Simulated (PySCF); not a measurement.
C4H10Sb, charge +2, doublet, geometry from GFN2-xTB of the parent state (a state made from the parent by changing its charge; the spin is typed, not shown lowest) (core potentials on Sb); DF-TPSS/def2-SVP run with PySCF.

PySCF was given this input:
```python
from pyscf import gto, scf, dft

mol = gto.M(
    atom='''
Sb    0.697952    0.220991    0.173244
C    -0.977078   -0.603237    1.351414
C    -1.098396   -2.105552    1.203281
H    -1.889142   -0.111721    1.017637
H    -0.810807   -0.337584    2.393541
H    -0.199554   -2.603068    1.563473
H    -1.247098   -2.383392    0.161315
H    -1.946759   -2.481089    1.775917
C    -0.456196    0.149423   -1.707177
C    -1.425818    1.306315   -1.829834
H    -0.988853   -0.799533   -1.732004
H     0.253810    0.161224   -2.531797
H    -0.894683    2.256602   -1.835081
H    -2.129724    1.314196   -0.999500
H    -1.997810    1.232128   -2.755026
''',
    basis='def2-svp',
    ecp={'Sb': 'def2-svp'},
    charge=2,
    spin=1,
    verbose=4,
)

mf = dft.UKS(mol)
mf.xc = 'tpss'
mf = mf.density_fit(auxbasis='def2-universal-jkfit')
mf.kernel()
mf.analyze()
```

The log (banner, timings and long lists left out):

```
PySCF version 2.14.0

[INPUT] verbose = 4
[INPUT] num. atoms = 15
[INPUT] num. electrons = 55
[INPUT] charge = 2
[INPUT] spin (= nelec alpha-beta = 2S) = 1
[INPUT] symmetry False subgroup None
[INPUT] Mole.unit = angstrom
[INPUT] Symbol           X                Y                Z      unit          X                Y                Z       unit  Magmom
[...]
nuclear repulsion = 264.60574395495
number of shells = 64
number of NR pGTOs = 227
number of NR cGTOs = 132
basis = def2-svp
ecp = {'Sb': 'def2-svp'}

******** <class 'pyscf.df.df_jk.DFUKS'> ********
method = DFUKS
initial guess = minao
damping factor = 0
level_shift factor = 0
DIIS = <class 'pyscf.scf.diis.CDIIS'>
diis_start_cycle = 1
diis_space = 8
diis_damp = 0
SCF conv_tol = 1e-09
SCF conv_tol_grad = None
SCF max_cycles = 50
direct_scf = False
number electrons alpha = 28  beta = 27
XC library pyscf.dft.libxc version 7.1.2
    S. Lehtola, C. Steigemann, M. J. T. Oliveira, and M. A. L. Marques,  SoftwareX 7, 1–5 (2018)
XC functionals = tpss
    J. Tao, J. P. Perdew, V. N. Staroverov, and G. E. Scuseria,  Phys. Rev. Lett. 91, 146401 (2003)
    J. P. Perdew, J. Tao, V. N. Staroverov, and G. E. Scuseria,  J. Chem. Phys. 120, 6898 (2004)
    J. Tao, J. P. Perdew, V. N. Staroverov, and G. E. Scuseria,  Phys. Rev. Lett. 91, 146401 (2003)
    J. P. Perdew, J. Tao, V. N. Staroverov, and G. E. Scuseria,  J. Chem. Phys. 120, 6898 (2004)
radial grids:
    Treutler-Ahlrichs [JCP 102, 346 (1995); DOI:10.1063/1.469408] (M4) radial grids

becke partition: Becke, JCP 88, 2547 (1988); DOI:10.1063/1.454033
pruning grids: <function nwchem_prune>
grids dens level: 3
symmetrized grids: False
atomic radii adjust function: <function treutler_atomic_radii_adjust>
small_rho_cutoff = 0
Set gradient conv threshold to 3.16228e-05
tot grids = 176512
init E= -373.278560842334

cycle= 1 E= -394.087294468323  delta_E= -20.8  |g|= 2.33  |ddm|= 7.79
cycle= 2 E= -325.737737722305  delta_E= 68.3  |g|= 6.48  |ddm|= 15.3
cycle= 3 E= -397.585167360818  delta_E= -71.8  |g|= 0.523  |ddm|= 14.5
cycle= 4 E= -395.481503734583  delta_E=  2.1  |g|= 1.39  |ddm|= 2.28
cycle= 5 E= -397.614821413882  delta_E= -2.13  |g|= 0.298  |ddm|= 1.98
cycle= 6 E= -397.68065616927  delta_E= -0.0658  |g|= 0.123  |ddm|= 0.514
cycle= 7 E= -397.639516221948  delta_E= 0.0411  |g|= 0.24  |ddm|= 0.679
cycle= 8 E= -397.687774657275  delta_E= -0.0483  |g|= 0.0889  |ddm|= 0.638
cycle= 9 E= -397.69205106586  delta_E= -0.00428  |g|= 0.0402  |ddm|= 0.218
cycle= 10 E= -397.693297968532  delta_E= -0.00125  |g|= 0.00904  |ddm|= 0.0751
cycle= 11 E= -397.693349800705  delta_E= -5.18e-05  |g|= 0.00337  |ddm|= 0.0141
cycle= 12 E= -397.693356258889  delta_E= -6.46e-06  |g|= 0.00158  |ddm|= 0.00478
cycle= 13 E= -397.693358088246  delta_E= -1.83e-06  |g|= 0.000485  |ddm|= 0.00344
cycle= 14 E= -397.693358269609  delta_E= -1.81e-07  |g|= 0.000199  |ddm|= 0.00134
cycle= 15 E= -397.693358304805  delta_E= -3.52e-08  |g|= 6.11e-05  |ddm|= 0.00031
cycle= 16 E= -397.693358307529  delta_E= -2.72e-09  |g|= 3.93e-05  |ddm|= 0.000236
cycle= 17 E= -397.693358308989  delta_E= -1.46e-09  |g|= 1.62e-05  |ddm|= 0.000138
cycle= 18 E= -397.693358309154  delta_E= -1.65e-10  |g|= 8.54e-06  |ddm|= 2.57e-05
Extra cycle  E= -397.693358307878  delta_E= 1.28e-09  |g|= 3.74e-05  |ddm|= 0.000108
converged SCF energy = -397.693358307878  <S^2> = 0.75306394  2S+1 = 2.0030616
**** SCF Summaries ****
Total Energy =                        -397.693358307877986
Nuclear Repulsion Energy =             264.605743954949901
One-electron Energy =                -1133.370436965713225
Two-electron Energy =                  471.071334702885338
Two-electron Coulomb Energy =          515.245022793188355
DFT Exchange-Correlation Energy =      -44.173688090302996
**** MO energy ****
                             alpha | beta                alpha | beta
[...]
spin_pop of  0 Sb 4s        0.00004
spin_pop of  0 Sb 5s        0.06224
spin_pop of  0 Sb 6s        0.00813
spin_pop of  0 Sb 7s        0.00625
spin_pop of  0 Sb 4px       0.00014
spin_pop of  0 Sb 4py       0.00288
spin_pop of  0 Sb 4pz       0.00028
spin_pop of  0 Sb 5px       0.00009
spin_pop of  0 Sb 5py       0.00012
spin_pop of  0 Sb 5pz       0.00002
spin_pop of  0 Sb 6px       0.00045
spin_pop of  0 Sb 6py       0.17614
spin_pop of  0 Sb 6pz       0.01842
spin_pop of  0 Sb 7px      -0.00670
spin_pop of  0 Sb 7py       0.02806
spin_pop of  0 Sb 7pz       0.00321
spin_pop of  0 Sb 4dxy     -0.00038
spin_pop of  0 Sb 4dyz      0.00100
spin_pop of  0 Sb 4dz^2    -0.00124
spin_pop of  0 Sb 4dxz     -0.00164
spin_pop of  0 Sb 4dx2-y2    0.00009
spin_pop of  0 Sb 5dxy      0.00052
spin_pop of  0 Sb 5dyz      0.00066
spin_pop of  0 Sb 5dz^2     0.00136
spin_pop of  0 Sb 5dxz      0.00251
spin_pop of  0 Sb 5dx2-y2    0.00067
spin_pop of  1 C 1s       -0.00000
spin_pop of  1 C 2s        0.01361
spin_pop of  1 C 3s        0.00783
spin_pop of  1 C 2px       0.13596
spin_pop of  1 C 2py       0.01617
spin_pop of  1 C 2pz       0.03448
spin_pop of  1 C 3px       0.00146
spin_pop of  1 C 3py       0.00157
spin_pop of  1 C 3pz       0.00907
spin_pop of  1 C 3dxy      0.00046
spin_pop of  1 C 3dyz      0.00039
spin_pop of  1 C 3dz^2     0.00005
spin_pop of  1 C 3dxz      0.00131
spin_pop of  1 C 3dx2-y2    0.00013
spin_pop of  2 C 1s       -0.00000
spin_pop of  2 C 2s       -0.00195
spin_pop of  2 C 3s        0.00041
spin_pop of  2 C 2px       0.03434
spin_pop of  2 C 2py      -0.00002
spin_pop of  2 C 2pz       0.00471
spin_pop of  2 C 3px       0.00102
spin_pop of  2 C 3py       0.00076
spin_pop of  2 C 3pz       0.00019
spin_pop of  2 C 3dxy      0.00005
spin_pop of  2 C 3dyz      0.00001
spin_pop of  2 C 3dz^2     0.00002
spin_pop of  2 C 3dxz      0.00009
spin_pop of  2 C 3dx2-y2    0.00005
spin_pop of  3 H 1s        0.02247
spin_pop of  3 H 2s        0.00210
spin_pop of  3 H 2px       0.00009
spin_pop of  3 H 2py       0.00004
spin_pop of  3 H 2pz       0.00002
spin_pop of  4 H 1s       -0.00465
spin_pop of  4 H 2s        0.00001
spin_pop of  4 H 2px       0.00011
spin_pop of  4 H 2py       0.00009
spin_pop of  4 H 2pz      -0.00003
spin_pop of  5 H 1s        0.01328
spin_pop of  5 H 2s        0.00029
spin_pop of  5 H 2px      -0.00002
spin_pop of  5 H 2py       0.00006
spin_pop of  5 H 2pz       0.00003
spin_pop of  6 H 1s       -0.00003
spin_pop of  6 H 2s        0.00028
spin_pop of  6 H 2px       0.00000
spin_pop of  6 H 2py       0.00001
spin_pop of  6 H 2pz      -0.00001
spin_pop of  7 H 1s        0.05258
spin_pop of  7 H 2s        0.00079
spin_pop of  7 H 2px       0.00011
spin_pop of  7 H 2py       0.00003
spin_pop of  7 H 2pz       0.00006
spin_pop of  8 C 1s       -0.00000
spin_pop of  8 C 2s        0.01340
spin_pop of  8 C 3s        0.00766
spin_pop of  8 C 2px       0.06821
spin_pop of  8 C 2py       0.00206
spin_pop of  8 C 2pz       0.11441
spin_pop of  8 C 3px      -0.00081
spin_pop of  8 C 3py       0.00062
spin_pop of  8 C 3pz       0.01233
spin_pop of  8 C 3dxy      0.00002
spin_pop of  8 C 3dyz      0.00000
spin_pop of  8 C 3dz^2     0.00140
spin_pop of  8 C 3dxz      0.00077
spin_pop of  8 C 3dx2-y2    0.00003
spin_pop of  9 C 1s       -0.00000
spin_pop of  9 C 2s       -0.00196
spin_pop of  9 C 3s        0.00036
spin_pop of  9 C 2px       0.01785
spin_pop of  9 C 2py      -0.00286
spin_pop of  9 C 2pz       0.02414
spin_pop of  9 C 3px       0.00095
spin_pop of  9 C 3py       0.00011
spin_pop of  9 C 3pz       0.00066
spin_pop of  9 C 3dxy      0.00001
spin_pop of  9 C 3dyz      0.00002
spin_pop of  9 C 3dz^2     0.00009
spin_pop of  9 C 3dxz      0.00007
spin_pop of  9 C 3dx2-y2    0.00002
spin_pop of  10 H 1s        0.02227
spin_pop of  10 H 2s        0.00209
spin_pop of  10 H 2px      -0.00001
spin_pop of  10 H 2py       0.00014
spin_pop of  10 H 2pz       0.00003
spin_pop of  11 H 1s       -0.00461
spin_pop of  11 H 2s       -0.00007
spin_pop of  11 H 2px       0.00014
spin_pop of  11 H 2py       0.00001
spin_pop of  11 H 2pz       0.00004
spin_pop of  12 H 1s        0.01318
spin_pop of  12 H 2s        0.00025
spin_pop of  12 H 2px      -0.00000
spin_pop of  12 H 2py       0.00005
spin_pop of  12 H 2pz       0.00002
spin_pop of  13 H 1s       -0.00002
spin_pop of  13 H 2s        0.00026
spin_pop of  13 H 2px       0.00001
spin_pop of  13 H 2py       0.00000
spin_pop of  13 H 2pz      -0.00001
spin_pop of  14 H 1s        0.05254
spin_pop of  14 H 2s        0.00079
spin_pop of  14 H 2px       0.00005
spin_pop of  14 H 2py      -0.00000
spin_pop of  14 H 2pz       0.00015
In total            28.00000 | 27.00000

WARN: System has nonzero charge 2; the dipole moment is origin-dependent.
Location of origin: [0. 0. 0.]

Dipole moment(X, Y, Z, Debye): -1.64770, -0.52221, -0.40800
```
